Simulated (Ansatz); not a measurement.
C2H4N (SMILES [CH2]N=C) moved off its minimum; all values from Ansatz (a quantum-chemistry and plane-wave program), cores frozen in correlated methods. Open shells are unrestricted.
(charge 0, multiplicity 2)
```xyz
7

C      1.13317    -0.26727    -0.15553
N     -0.08478     0.55475    -0.12672
C     -1.19614    -0.12233     0.20965
H      1.07011    -1.38083     0.08407
H      2.07715     0.27455    -0.56327
H     -2.08526     0.56648     0.33420
H     -1.20335    -1.21186     0.49962
```

Give the forces (eV/Å), the total energy and the dipole at CCSD(T)/aug-cc-pVDZ.


```csv
atom,Fx,Fy,Fz
C1,-1.295,1.751,-0.577
N2,1.763,-2.813,0.213
C3,0.465,1.454,0.264
H4,0.263,1.188,-0.270
H5,-1.539,-1.146,0.808
H6,0.476,-1.149,-0.145
H7,-0.132,0.715,-0.293
```
Energy -132.9326 hartree, dipole 1.71 D.

Doubts at one or more of the structures used: a spin-contaminated determinant (CCSD(T)/aug-cc-pVDZ).
